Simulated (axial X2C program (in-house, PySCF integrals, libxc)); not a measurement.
# Potential curves of Mo₂, two-component

All values were computed with an in-house all-electron X2C program for linear molecules (integrals from PySCF). Two-component (2c) means X2C with spin–orbit coupling and atomic mean-field two-electron Coulomb and Gaunt terms. Basis: Mo dyall-cv3z [11s12p9d5f3g] (cores contracted in-house); Gaussian nuclei, density fitting, unrestricted open shells. Masses: Mo 97.905 u.

State: Ω = 5 (⟨Sz⟩ = 5.00, ⟨Lz⟩ = 0.00 at HF). Energies in cm⁻¹ from the fragments at the same level (Mo + Mo). Fits are polynomials in 1 − R0/R over 0.85 to 1.23 times the lowest point R0.

| R (Å) | CCSD | PBE0 | PW91 |
| --- | --- | --- | --- |
| 2.5804 |  | 2778 | -1389 |
| 2.6991 | 514 | 569 | -3239 |
| 2.7880 | -583 | -353 | -3919 |
| 2.8770 | -1157 | -811 | -4158 |
| 2.9660 | -1335 | -915 | -4066 |
| 3.0698 | -1176 | -708 | -3660 |
| 3.1736 | -735 | -249 | -3029 |
| 3.3071 | 104 | 584 | -2013 |
| 3.4702 |  | 1814 | -609 |
| 3.7075 |  | 3759 | 1511 |
| 4.0338 |  | 6372 | 4248 |
| 4.4490 |  | 9271 | 7173 |

Correlated methods: 28 electrons correlated (number of frozen shells: Mo 3 s, 2 p, 1 d), 388 virtual spin orbitals or spinors in MP2, 140 natural virtuals in coupled cluster.

De is counted from the lowest determinant-based energies of the atoms at the same level, without counterpoise correction. Density functionals use the spin component along the axis (collinear). CCSD ran in a truncated set of natural virtual spinors with an MP2 remainder; without triples it tends to underbind. The state is one determinant with fixed occupations, lowest in a PBE0 search at one distance only: followed along the bond, the 2c determinant Ω = 4 reaches 0.88 eV lower at PBE0, at Re = 2.636 Å, so the state shown is not the lowest. With several unpaired electrons one determinant need not be a pure state. Open-shell Ω = 0 determinants with evenly filled partner blocks cannot be reached by this program, so the Ω shown need not be the lowest component. The determinant is spin-polarised beyond a pure state at some levels (its spin-free form has ⟨S²⟩ too high), which makes Re and μ there less reliable. Coupled cluster ran on the points near the minimum only. MP2 and coupled cluster on one determinant become unreliable at the stretched end.

Q: Fit the CCSD curve near its minimum: give the equilibrium distance, the harmonic wavenumber and the well depth.

A: At CCSD, 2c: Re = 2.971 Å, ωe ≈ 158 cm⁻¹, De = 0.17 eV to Mo + Mo; Be follows as 0.039 cm⁻¹.

Q: What are Re, ωe and De at the PBE0 level?

A: At PBE0, 2c: Re = 2.952 Å, ωe ≈ 155 cm⁻¹, De = 0.11 eV to Mo + Mo; Be follows as 0.0395 cm⁻¹.

Q: What are Re, ωe and De at the PW91 level?

A: At PW91, 2c: Re = 2.893 Å, ωe ≈ 164 cm⁻¹, De = 0.52 eV to Mo + Mo; Be follows as 0.0411 cm⁻¹.
